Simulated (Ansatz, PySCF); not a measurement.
Spin states of H2O2Ru (SMILES [OH][Ru][OH]), each relaxed with B3LYP-D3(BJ)/def2-TZVP.
State 1 (charge 0, multiplicity 5):
```json
[
 {"atom": "Ru", "x (Å)": "-0.1084", "y (Å)": "-0.1435", "z (Å)": "-0.1450"},
 {"atom": "O", "x (Å)": "1.3627", "y (Å)": "-0.0511", "z (Å)": "-1.3600"},
 {"atom": "H", "x (Å)": "1.8602", "y (Å)": "0.7350", "z (Å)": "-1.6023"},
 {"atom": "O", "x (Å)": "-1.5981", "y (Å)": "-0.2649", "z (Å)": "1.0446"},
 {"atom": "H", "x (Å)": "-1.5702", "y (Å)": "-0.2458", "z (Å)": "2.0053"}
]
```
State 2 (charge 0, multiplicity 3):
```xyz
5

Ru    -0.3063    -0.5244    -0.4321
O      1.3752    -0.0698    -1.0801
H      1.6009     0.8300    -1.3445
O     -1.4831    -0.0732     0.9339
H     -1.2404    -0.1329     1.8655
```

Singlets are restricted, other states unrestricted; no spin–orbit coupling, no relativity up to Kr; see below for the cores. The largest T1 diagnostic is 0.026.

Correlated levels freeze the inner cores; with def2 sets outer-core shells near the valence are correlated too.

The values were computed with Ansatz (Gaussian orbitals); PySCF for the dispersion terms. Each number belongs to the level named beside it. In def2 rows elements past Kr take small-core potentials, without spin–orbit coupling.

```
level                    energy of the multiplicity-3 state less that of the multiplicity-5 state (kcal/mol)
-----------------------  -----------------------------------------------------------------------------------
PBE-D3(BJ)/def2-TZVPP                                                                                   6.86
PBE-D4/def2-TZVPP                                                                                       6.84
r2SCAN/def2-TZVPP                                                                                      13.98
B3LYP-D3(BJ)/def2-TZVPP                                                                                10.93
B3LYP-D4/def2-TZVPP                                                                                    10.90
PBE0-D3(BJ)/def2-TZVPP                                                                                 14.46
BHLYP/def2-TZVPP                                                                                           …
wB97X-V/def2-TZVPP                                                                                     11.14
B2PLYP-D4/def2-TZVPP                                                                                       …
```

Problem. What belongs in the gaps?

Solution. 
- BHLYP/def2-TZVPP, energy of the multiplicity-3 state less that of the multiplicity-5 state (kcal/mol): 19.87
- B2PLYP-D4/def2-TZVPP, energy of the multiplicity-3 state less that of the multiplicity-5 state (kcal/mol): 13.28

Doubts at one or more of the structures used: a spin-contaminated determinant (B2PLYP-D4/def2-TZVPP).

Ansatz is a first-principles code.
